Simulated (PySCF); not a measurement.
Two-component Hartree-Fock for Ce(56+) (cerium, charge +56)

Start: 1s2. Calculated with PySCF 2.14 in an uncontracted even-tempered set (15 s from 150 bohr⁻², ratio 2.4; 11 p from 190 bohr⁻², ratio 2.4; 3 d from 600 bohr⁻², ratio 2.6; 3 f from 900 bohr⁻², ratio 2.6): generalised Hartree-Fock with the X2C-1e Hamiltonian and a Gaussian nucleus; one run each with spin-orbit coupling (SO) switched off, then screened by Boettger's factors.

| spinor shell | electrons | ε, spin-free (eV) | ε, screened SO (eV) | weight of nominal j (screened SO) | rms radius, screened SO (bohr) |
| --- | --- | --- | --- | --- | --- |
| 1s1/2 | 2 | -46930.9 | -46930.9 | 1.000 | 0.0278 |

```json
{"quantity": "E (hartree)", "spin-free": "-3489.35215", "screened SO": "-3489.35215"}
{"quantity": "M_J", "spin-free": "0", "screened SO": "0"}
{"quantity": "⟨J²⟩", "spin-free": "0.000", "screened SO": "0.000"}
{"quantity": "⟨L²⟩", "spin-free": "0.000", "screened SO": "0.000"}
{"quantity": "⟨S²⟩", "spin-free": "0.000", "screened SO": "0.000"}
```

Breit and QED terms are absent; they matter most for the inner s and p1/2 levels.

Densities and radii are taken from the X2C orbitals without a picture-change correction, which distorts them close to the nucleus.

Without spin-orbit coupling the j labels of p, d and f shells carry no meaning; the spin-free column gives the mean over the occupied spinors of each nl shell.
